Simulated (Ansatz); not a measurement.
Born–Oppenheimer molecular dynamics of H4O2Sn (7 atoms, charge 0, multiplicity 1). It starts at the highest image of a converged band. Of that band: The profile has 2 maxima (images 2, 6) with wells between them (image 5): this band takes more than one step, which may be the mechanism or a detour left from its start path. Neighbouring images differ by up to 2.8 eV, so the band resolves the path poorly. A vibrational analysis at the climbing image gives one clearly imaginary mode, 1210i cm⁻¹: a first-order saddle point.

Level of theory: Ansatz, RKS PBE-D4/def2-SVP.

```
ensemble                      : NVE (velocity Verlet)
time step                     : 0.5 fs
steps asked                   : 200
starting velocities drawn for : 100 K
seed                          : 10012
```

Frames 0.5 fs apart, positions in Å, forces in eV/Å.

Velocities at 60 fs (Å/ps):

```
Sn -1.05 0.19 1.24
H 18.86 -11.77 -99.72
H 83.07 6.04 12.13
O 0.03 5.02 -3.04
H 11.59 2.67 12.57
O -0.73 -6.61 -2.92
H 21.04 5.88 23.10
```

```xyz
7
Properties=species:S:1:pos:R:3:forces:R:3 time_fs=60 energy_less_start_eV=-1.008 T=1660
Sn 0.277 -0.099 -0.481 0.77 -0.17 -1.37
H 1.920 0.003 0.401 -1.25 0.02 0.04
H 0.464 -0.291 -2.164 0.64 0.09 -0.35
O -0.777 1.540 -1.068 -0.14 0.10 0.28
H -1.152 2.325 -0.622 0.11 -0.30 0.54
O -0.650 -1.891 -0.772 -0.15 -0.05 0.35
H -1.012 -2.578 -0.182 0.02 0.30 0.50
7
Properties=species:S:1:pos:R:3:forces:R:3 time_fs=60.5 energy_less_start_eV=-1.026 T=1687
Sn 0.277 -0.099 -0.481 0.72 -0.19 -1.52
H 1.928 -0.003 0.352 -1.16 0.03 0.18
H 0.506 -0.288 -2.159 0.57 0.09 -0.35
O -0.777 1.543 -1.070 -0.12 0.07 0.30
H -1.146 2.325 -0.615 0.11 -0.32 0.53
O -0.650 -1.894 -0.773 -0.12 0.03 0.36
H -1.001 -2.574 -0.170 0.01 0.29 0.50
7
Properties=species:S:1:pos:R:3:forces:R:3 time_fs=61 energy_less_start_eV=-1.040 T=1709
Sn 0.276 -0.099 -0.480 0.65 -0.22 -1.69
H 1.933 -0.009 0.302 -1.06 0.05 0.33
H 0.550 -0.284 -2.154 0.49 0.08 -0.33
O -0.778 1.545 -1.071 -0.11 0.03 0.32
H -1.140 2.326 -0.607 0.12 -0.33 0.51
O -0.650 -1.897 -0.775 -0.11 0.09 0.38
H -0.991 -2.570 -0.157 0.01 0.29 0.48
7
Properties=species:S:1:pos:R:3:forces:R:3 time_fs=61.5 energy_less_start_eV=-1.048 T=1721
Sn 0.276 -0.099 -0.480 0.58 -0.25 -1.89
H 1.936 -0.015 0.254 -0.93 0.07 0.48
H 0.595 -0.281 -2.150 0.40 0.08 -0.28
O -0.778 1.548 -1.073 -0.09 -0.01 0.34
H -1.133 2.325 -0.598 0.12 -0.35 0.50
O -0.651 -1.901 -0.776 -0.10 0.13 0.41
H -0.980 -2.566 -0.142 0.02 0.32 0.44
7
Properties=species:S:1:pos:R:3:forces:R:3 time_fs=62 energy_less_start_eV=-1.049 T=1721
Sn 0.275 -0.099 -0.479 0.50 -0.27 -2.10
H 1.936 -0.020 0.206 -0.79 0.08 0.64
H 0.640 -0.277 -2.146 0.31 0.08 -0.23
O -0.778 1.550 -1.074 -0.07 -0.05 0.35
H -1.127 2.324 -0.587 0.12 -0.36 0.49
O -0.651 -1.904 -0.777 -0.09 0.15 0.47
H -0.970 -2.560 -0.126 0.03 0.36 0.38
7
Properties=species:S:1:pos:R:3:forces:R:3 time_fs=62.5 energy_less_start_eV=-1.041 T=1709
Sn 0.275 -0.099 -0.479 0.41 -0.30 -2.33
H 1.935 -0.025 0.160 -0.63 0.10 0.79
H 0.687 -0.273 -2.143 0.20 0.08 -0.15
O -0.778 1.553 -1.075 -0.05 -0.08 0.37
H -1.120 2.321 -0.575 0.12 -0.37 0.47
O -0.652 -1.907 -0.778 -0.10 0.16 0.55
H -0.959 -2.554 -0.110 0.06 0.41 0.30
7
Properties=species:S:1:pos:R:3:forces:R:3 time_fs=63 energy_less_start_eV=-1.024 T=1682
Sn 0.274 -0.099 -0.478 0.31 -0.33 -2.55
H 1.932 -0.030 0.116 -0.46 0.12 0.95
H 0.734 -0.269 -2.141 0.09 0.08 -0.07
O -0.778 1.556 -1.077 -0.04 -0.12 0.39
H -1.112 2.318 -0.562 0.12 -0.38 0.45
O -0.652 -1.910 -0.780 -0.10 0.17 0.63
H -0.948 -2.546 -0.093 0.08 0.46 0.21
7
Properties=species:S:1:pos:R:3:forces:R:3 time_fs=63.5 energy_less_start_eV=-0.997 T=1641
Sn 0.274 -0.099 -0.478 0.22 -0.35 -2.77
H 1.927 -0.035 0.074 -0.28 0.13 1.09
H 0.781 -0.265 -2.139 -0.04 0.08 0.01
O -0.778 1.558 -1.078 -0.02 -0.16 0.42
H -1.105 2.314 -0.548 0.12 -0.39 0.42
O -0.653 -1.914 -0.781 -0.11 0.17 0.72
H -0.937 -2.538 -0.075 0.10 0.51 0.11
7
Properties=species:S:1:pos:R:3:forces:R:3 time_fs=64 energy_less_start_eV=-0.961 T=1586
Sn 0.274 -0.099 -0.478 0.12 -0.37 -2.97
H 1.923 -0.040 0.035 -0.09 0.15 1.22
H 0.828 -0.260 -2.136 -0.16 0.08 0.08
O -0.778 1.560 -1.079 0.00 -0.19 0.44
H -1.097 2.309 -0.533 0.12 -0.40 0.40
O -0.653 -1.917 -0.781 -0.10 0.18 0.82
H -0.926 -2.528 -0.057 0.12 0.56 0.00
7
Properties=species:S:1:pos:R:3:forces:R:3 time_fs=64.5 energy_less_start_eV=-0.918 T=1519
Sn 0.273 -0.099 -0.477 0.03 -0.39 -3.14
H 1.918 -0.044 -0.001 0.09 0.16 1.34
H 0.875 -0.256 -2.134 -0.28 0.08 0.16
O -0.778 1.563 -1.080 0.01 -0.22 0.47
H -1.089 2.303 -0.518 0.12 -0.42 0.36
O -0.654 -1.920 -0.782 -0.10 0.20 0.90
H -0.914 -2.517 -0.039 0.13 0.59 -0.09
7
Properties=species:S:1:pos:R:3:forces:R:3 time_fs=65 energy_less_start_eV=-0.869 T=1443
Sn 0.273 -0.099 -0.477 -0.05 -0.40 -3.29
H 1.913 -0.048 -0.034 0.25 0.17 1.45
H 0.921 -0.251 -2.131 -0.41 0.08 0.22
O -0.778 1.565 -1.081 0.03 -0.25 0.50
H -1.080 2.296 -0.501 0.13 -0.43 0.32
O -0.654 -1.923 -0.783 -0.08 0.24 0.97
H -0.902 -2.505 -0.021 0.13 0.60 -0.17
7
Properties=species:S:1:pos:R:3:forces:R:3 time_fs=65.5 energy_less_start_eV=-0.816 T=1363
Sn 0.272 -0.099 -0.477 -0.12 -0.41 -3.39
H 1.909 -0.051 -0.063 0.40 0.17 1.53
H 0.966 -0.245 -2.128 -0.52 0.08 0.27
O -0.778 1.568 -1.082 0.04 -0.27 0.54
H -1.071 2.288 -0.483 0.13 -0.45 0.28
O -0.655 -1.926 -0.783 -0.05 0.30 1.02
H -0.890 -2.491 -0.004 0.12 0.59 -0.23
```

Of the whole run (100 fs, mean temperature of the second half 1717 K): The conserved energy stayed within 0.21 meV per atom of its start (net change 0.047 meV per atom), so the integration is sound. The kinetic energy rose, since the run started high on the potential surface and went downhill. A run of 0.1 ps of so small a system gives no equilibrium averages. The orbitals stay closed-shell, which can raise the energy where a bond breaks towards radicals; this wasn't checked here.

Run time: 5.7 min on 1 thread of Arm Neoverse V2, with other jobs on the host, peak memory 0.14 GiB.
